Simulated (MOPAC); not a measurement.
MOPAC input (AM1):

```
AM1 1SCF CHARGE=1 GEO-OK AUX(PRECISION=9) THREADS=1
HSi

Si   -0.00000000 1   -0.00000000 1   -0.10099473 1
H     0.00000000 1    0.00000000 1    1.41392619 1
```

From the last part of the output:

```
                                                       MOPAC v23.2.5 Linux

          FINAL HEAT OF FORMATION =        260.83860 KCAL/MOL =    1091.34870 KJ/MOL

          COSMO AREA              =         77.17 SQUARE ANGSTROMS
          COSMO VOLUME            =         63.29 CUBIC ANGSTROMS

          IONIZATION POTENTIAL    =         15.233879 EV
          HOMO LUMO ENERGIES (EV) =        -15.234 -7.333
          NO. OF FILLED LEVELS    =          2
          MOLECULAR WEIGHT        =         29.0934         POINT GROUP:  C*v

          MOLECULAR DIMENSIONS (Angstroms)

            Atom       Atom       Distance
            H     2   Si     1     1.51492
            H     2   Si     1     0.00000
           Si     1    H     2     0.00000

          SCF CALCULATIONS        =          1

   ATOM   CHEMICAL          X               Y               Z
  NUMBER   SYMBOL      (ANGSTROMS)     (ANGSTROMS)     (ANGSTROMS)

     1      Si         -0.00000000  *  -0.00000000  *  -0.10099473  *
     2       H          0.00000000  *   0.00000000  *   1.41392619  *

                             CARTESIAN COORDINATES

   1   Si       -0.000000000    -0.000000000    -0.100994730
   2    H        0.000000000     0.000000000     1.413926190

           Empirical Formula: H Si  =     2 atoms

      MOLECULAR POINT GROUP   :   C*v

                  EIGENVALUES
 -19.67547 -15.23388  -7.33332  -7.33332  -4.23605

              NET ATOMIC CHARGES AND DIPOLE CONTRIBUTIONS

  ATOM NO.   TYPE          CHARGE      No. of ELECS.   s-Pop       p-Pop
    1         Si           1.317022        2.6830     1.83849     0.84449
    2          H          -0.317022        1.3170     1.31702
 DIPOLE           X         Y         Z       TOTAL
 POINT-CHG.     0.000     0.000    -2.559     2.559
 HYBRID        -0.000    -0.000     2.554     2.554
 SUM           -0.000    -0.000    -0.005     0.005

          ATOMIC ORBITAL ELECTRON POPULATIONS

     Atom    s        px        py        pz
    1 Si   1.83849   0.00000   0.00000   0.84449
    2  H   1.31702

 **********************
 *                    *
 * JOB ENDED NORMALLY *
 *                    *
 **********************

 == MOPAC DONE ==
```

The dipole moment of an ion depends on the origin.
